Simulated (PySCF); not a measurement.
C3HF2NO.
SMILES with atom numbers: `[F:1][c:2]1[cH:3][n:4][o:5][c:6]1[F:7]` (hydrogens: H8 on C3)

Computed by this run: PBE0-D3(BJ)/def2-SVP geometry optimisation, gas phase (PySCF); density fitting, grid level 1; the optimiser is geomeTRIC in internal coordinates, started from a GFN2-xTB structure.

Step 4: E = -12073.6933 eV
```
atom  x, y, z in Å  |  force x, y, z in eV/Å
F1     -1.0316   -1.6929   -0.5402   -0.001   0.006   0.014
C2     -0.3741   -0.6058   -0.1960    0.020   0.010  -0.001
C3     -0.8895    0.6219    0.2821   -0.175   0.114   0.045
N4      0.0630    1.4870    0.5233    0.113  -0.234  -0.088
O5      1.2356    0.8376    0.2059    0.015   0.193   0.066
C6      0.9697   -0.3831   -0.2131    0.150  -0.040  -0.033
F7      1.9861   -1.1155   -0.5513   -0.091  -0.024   0.006
H8     -1.9279    0.9019    0.4570   -0.030  -0.024  -0.008
```

Step 5: E = -12073.6950 eV
```
atom  x, y, z in Å  |  force x, y, z in eV/Å
F1     -1.0271   -1.6922   -0.5387    0.010   0.008   0.007
C2     -0.3727   -0.6025   -0.1955    0.037   0.033   0.002
C3     -0.8926    0.6240    0.2822    0.017  -0.012   0.003
N4      0.0652    1.4831    0.5236    0.049   0.031  -0.008
O5      1.2417    0.8422    0.2074   -0.175   0.011   0.018
C6      0.9719   -0.3791   -0.2130    0.045  -0.083  -0.029
F7      1.9784   -1.1221   -0.5533    0.001  -0.006   0.001
H8     -1.9336    0.8977    0.4550    0.015   0.019   0.006
```

**Question.** Estimate the geometry and energy of step 6. (The exact step hangs on the optimiser's Hessian estimate; all steps are aligned on step 5, rigid shifts and turns removed.)

**Answer.** E = -12073.6954 eV, largest force 0.060 eV/Å
```
atom  x, y, z in Å  |  force x, y, z in eV/Å
F1     -1.0260   -1.6914   -0.5389   -0.005  -0.002   0.005
C2     -0.3716   -0.6019   -0.1959    0.000  -0.004   0.001
C3     -0.8931    0.6243    0.2828    0.000  -0.027  -0.016
N4      0.0639    1.4841    0.5230    0.054  -0.023  -0.011
O5      1.2377    0.8415    0.2077   -0.007   0.036   0.006
C6      0.9733   -0.3812   -0.2138   -0.040  -0.002   0.005
F7      1.9804   -1.1237   -0.5535   -0.008   0.019   0.011
H8     -1.9335    0.8994    0.4564    0.006   0.003  -0.001
```

The energy changes by -0.0004 eV. The first-order estimate −F·Δx gives -0.0011 eV and the mean of the old and new forces, exact on a quadratic surface, -0.0004 eV. The step makes an angle of 42° with the force vector and moves no atom by more than 0.004 Å.

The cost below is that of the whole optimisation. Time: 36 s; peak memory 0.42 GiB. Hardware: an Arm Neoverse V1 with one thread, on a shared host.
